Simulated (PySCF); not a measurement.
**BiSBr, singlet: structure and spectrum**

Level of theory: PBE0/[Bi def2-TZVP with ECP60, S def2-TZVP, Br def2-TZVP], scalar-relativistic core potentials, density fitting, no spin–orbit coupling, PySCF.

The structure is a higher-order saddle point with 2 imaginary modes (one degenerate set).

Coordinates in bohr (charge 0 multiplicity 1):
```
Bi    0.0000    0.0000   -0.8922
S     0.0000    0.0000   -5.2671
Br    0.0000    0.0000    4.4951
```

```json
{"Point group": "C∞v", "Bond lengths": "Bi–Br 2.851 Å, Bi–S 2.315 Å", "Bond angles": "Br–Bi–S 180.0°", "Zero-point energy (real modes)": "3.6 kJ/mol", "Highest occupied level": "-6.91 eV", "Principal polarisabilities": "50.2, 50.2, 186.7 bohr³", "Atomisation energy without zero-point energy": "461 kJ/mol", "Dipole moment": "2.65 D", "Principal quadrupole moments (Buckingham, traceless) about the centre of mass": "-19.52, 9.76, 9.76 D Å", "Lowest empty level": "-4.35 eV", "Rotational constants": "0.02273 cm⁻¹"}
```

Harmonic modes (masses in u: Bi 208.980, S 31.972, Br 78.918):
| symmetry | ω (cm⁻¹) | IR (km/mol, summed over degenerate members) |
| --- | --- | --- |
| π | 127i | – |
| σ+ | 159 | 43.3 |
| σ+ | 435 | 74.8 |

In C∞v the vibrations span π + 2σ+.

Charges (e):
| atom | Mulliken | Löwdin | polar tensor | Mayer order to Bi1 |
| --- | --- | --- | --- | --- |
| Bi1 | 0.84 | 0.43 | 1.40 | – |
| S2 | -0.36 | -0.10 | -0.62 | 2.20 |
| Br3 | -0.48 | -0.33 | -0.78 | 0.77 |

Mulliken populations on Bi1 (electrons outside its core potential): s 3.95, p 7.98, d 10.20, f 0.03.

This need not be the most stable arrangement of these atoms. At this level a singlet minimum of Cs symmetry lies 134 kJ/mol below this structure. No spin–orbit coupling is included, which matters more the heavier the element.

The final relaxation and frequency run took of the order of 2.2 core-minutes on a shared host.
